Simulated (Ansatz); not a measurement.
A nudged elastic band was laid between two geometries of BBrH₅NSi (9 atoms, charge 0, multiplicity 1).

All numbers below come from Ansatz, RKS PBE-D4/def2-SVP.

- movable images: 9
- climbing image: yes
- spring: 5.0 eV/Å²
- optimiser: quadratic models (default)
- start path: through a guess of the saddle point
- force threshold: 0.03 eV/Å
- iteration limit: 60
- end points: relaxed

First end point:

```xyz
9
Properties=species:S:1:pos:R:3
B -0.684 1.198 -0.789
Si 0.620 -0.099 -0.118
N 0.552 -0.842 1.423
Br -1.132 -0.771 -1.755
H -0.361 1.962 -1.675
H -1.622 1.450 -0.058
H 1.866 -0.605 -0.780
H 1.054 -1.701 1.654
H -0.204 -0.639 2.080
```

Last end point:

```xyz
9
Properties=species:S:1:pos:R:3
B -0.496 1.471 -0.764
Si 0.318 -0.278 -1.021
N 0.609 -0.796 0.914
Br -1.163 -2.017 -1.388
H -1.126 2.014 -1.655
H -0.002 2.203 0.090
H 0.957 0.021 1.442
H 1.279 -1.570 1.032
H -0.286 -1.095 1.334
```

(1) What changes between the two ends?

(2) What energy profile does the band end with?

(3) What is the geometry of the highest image?

Answers

(1) Bonds broken: B1–Br4, Si2–H7. Bonds formed: N3–H7.

(2) It converged. The highest image is number 6 of 0 to 10, 61.6 kcal/mol above the first end and 32.4 kcal/mol above the last; the last end lies 29.2 kcal/mol above the first. Neighbouring images differ by up to 1.2 eV, so the band resolves the path poorly. A vibrational analysis at the climbing image gives one clearly imaginary mode, 1330i cm⁻¹: a first-order saddle point. The orbitals stay closed-shell, which can raise the energy where a bond breaks towards radicals; this wasn't checked here.

```csv
image,path coordinate (Å),energy (kcal/mol),B1–Br4 (Å),Si2–H7 (Å),N3–H7 (Å)
0,0.00,0.0,2.24,1.50,2.58
1,0.63,3.6,2.73,1.50,2.61
2,1.26,6.8,3.18,1.50,2.60
3,1.89,9.1,3.43,1.50,2.59
4,2.52,12.7,3.58,1.50,2.46
5,3.15,33.8,3.67,1.52,2.02
6,3.79,61.6,3.73,1.68,1.41
7,4.33,40.0,3.78,2.09,1.05
8,4.87,31.3,3.71,2.44,1.03
9,5.41,29.5,3.62,2.56,1.03
10,5.95,29.2,3.61,2.56,1.03
```

(3) 
```xyz
9
Properties=species:S:1:pos:R:3
B -0.612 1.478 -0.689
Si 0.085 -0.310 -0.660
N 0.435 -0.850 1.093
Br -0.665 -2.063 -1.865
H -1.002 2.012 -1.707
H -0.357 2.147 0.299
H 1.379 -0.087 0.384
H 1.007 -1.691 1.222
H -0.181 -0.684 1.905
```

Time of the run: 4.4 min on 2 threads of Arm Neoverse V1, with other jobs on the host, peak memory 0.15 GiB.
